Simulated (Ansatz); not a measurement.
Consider the ligand exchange at a B–N bond: `BN(B)CC=C` + `CBS` → `BSBC` + `BNCC=C`.

Computed with Ansatz on PBE0-D4/def2-TZVP structures; ΔE is electronic, products minus reactants. CCSD(T)/CBS is the MP2 limit (def2-TZVPP, def2-QZVPP) plus CCSD(T) − MP2 in def2-TZVPP, frozen cores. DFT in def2-TZVPP. B3LYP here is the variant with VWN-RPA as its local correlation; programs differ in this. One conformer a species, not always the lowest.

`BN(B)CC=C`:

```xyz
15

B     0.406   -1.135    1.467
N     0.755   -0.292    0.380
B     1.624    0.817    0.553
C     0.196   -0.562   -0.940
C    -1.106    0.125   -1.199
C    -1.753    0.922   -0.363
H    -0.298   -2.082    1.267
H     0.833   -0.883    2.552
H     2.043    1.057    1.644
H     1.922    1.478   -0.400
H     0.916   -0.255   -1.706
H     0.057   -1.642   -1.059
H    -1.529   -0.075   -2.181
H    -1.370    1.151    0.625
H    -2.696    1.376   -0.642
```

`CBS`:

Z-matrix (Å, degrees):
```
C
B 1 1.558
H 1 1.096 2 109.5
H 1 1.096 2 109.6 3 115.0
H 1 1.092 2 115.2 3 -122.5
S 2 1.782 1 119.7 3 122.5
H 2 1.195 1 121.8 3 -57.5
H 6 1.343 2 98.9 1 -180.0
```

`BSBC`:

Cartesian coordinates in Å:
```
B 1.822 -0.747 -1.421
S 0.049 -0.713 -1.180
B -0.157 0.218 0.364
C -1.573 0.476 0.948
H 2.545 -0.220 -0.636
H 2.229 -1.313 -2.388
H 0.832 0.613 0.905
H -1.627 0.046 1.956
H -2.402 0.085 0.358
H -1.718 1.553 1.094
```

`BNCC=C`:

```xyz
13

B     2.001    1.000    0.868
N     0.662    0.867    0.545
C     0.105    0.164   -0.593
C    -0.776   -0.970   -0.177
C    -2.053   -1.085   -0.513
H     2.300    1.603    1.857
H     2.821    0.507    0.146
H    -0.041    1.263    1.152
H     0.947   -0.210   -1.183
H    -0.462    0.851   -1.232
H    -0.308   -1.724    0.453
H    -2.541   -0.340   -1.134
H    -2.654   -1.927   -0.190
```

```
         level  ΔE (kJ/mol)  difference from CCSD(T)/CBS
     revPBE-D4         22.6                         -4.2
      B3LYP-D4         28.2                          1.4
    r2SCAN0-D4         25.7                         -1.1
  CAM-B3LYP-D4         30.5                          3.7
        revPBE         11.2                        -15.6
          BLYP         18.3                         -8.5
   HF/def2-SVP         30.4                          3.6
 HF/def2-TZVPP         27.0                          0.2
 HF/def2-QZVPP         27.5                          0.7
CCSD/CBS(def2)         27.2                          0.4
   CCSD(T)/CBS         26.8                            0
```

Largest T1 diagnostic among the species: 0.013.

At CCSD(T), def2-SVP lies +4.2 kJ/mol from the extrapolated value and def2-TZVPP +2.2 kJ/mol. From PBE to PBE0 (25 % exact exchange), in def2-TZVPP and without D4, ΔE moves by +3.2 kJ/mol. Leaving LDA and LC-ωPBE aside and taking each functional with its dispersion term where it has one, the values, not all of them listed here, spread over 10.4 kJ/mol, from PBE-D4 to BHLYP-D4. LDA lies +11.0 kJ/mol from PBE without D4.
